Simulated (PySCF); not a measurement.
## Fe+: excitation energy

Fe+ [Ar] 3d6 4s1 (6D) → Fe+ [Ar] 3d7 (4F), as a difference of total energies. All numbers are calculated (PySCF 2.14, the spin-free X2C one-electron Hamiltonian (Gaussian nucleus), in x2c-QZVPPall (11s7p5d4f2g, 103 functions)). Correlated levels: valence: [Ar] frozen; valence and next inner shell: [Ne] frozen. The calculations carry no spin-orbit coupling.

| method | excitation energy (eV) | error (eV) |
| --- | --- | --- |
| UHF | 1.917 | +1.669 |
| LDA | 0.097 | -0.151 |
| PBE | 0.098 | -0.150 |
| PBE0 | 0.372 | +0.124 |
| r2SCAN | 0.419 | +0.171 |
| BHandHLYP | 0.494 | +0.246 |
| TPSS | -0.079 | -0.327 |
| wB97X | -0.257 | -0.505 |
| B97-3 | 0.006 | -0.242 |
| MP2 (valence) | 0.280 | +0.032 |
| SCS-MP2 (valence) | -0.063 | -0.311 |
| MP2 (valence and next inner shell) | 0.013 | -0.235 |
| SCS-MP2 (valence and next inner shell) | -0.130 | -0.378 |

Reference: 0.248 eV (measured; NIST levels, between the centres of gravity of the two terms).

Errors of the correlated levels include the incompleteness of this basis and the frozen core.
